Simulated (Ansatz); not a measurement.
C2H9ClSi3, SMILES [Si@@H]1(CC[SiH2]1)[SiH2]Cl.

The structure is a stationary point at B3LYP-D3(BJ)/def2-SVP. The structure was generated by enumeration; whether it is a known compound was not checked. Other conformers were not sampled.

Two levels are set side by side: PBE/def2-SVPD (Ansatz, a quantum-chemistry and plane-wave program) and PBE0/def2-SVPD (Ansatz). Energy differences of separate SCF runs at the same geometry; the states with an electron removed or added have multiplicity 2 and 2. Differences are taken from unrounded values.

```json
[
 {"quantity": "vertical ionisation energy (eV)", "PBE0": "9.15"},
 {"quantity": "vertical singlet–triplet gap (eV)", "PBE0": "4.87"}
]
```

What does PBE give, and how far is it from PBE0? (Estimate from the structure and the level; the computed values follow.)


```
quantity                            PBE  PBE minus PBE0
---------------------------------  ----  --------------
vertical ionisation energy (eV)    8.87           -0.28
vertical singlet–triplet gap (eV)  4.53           -0.34
```
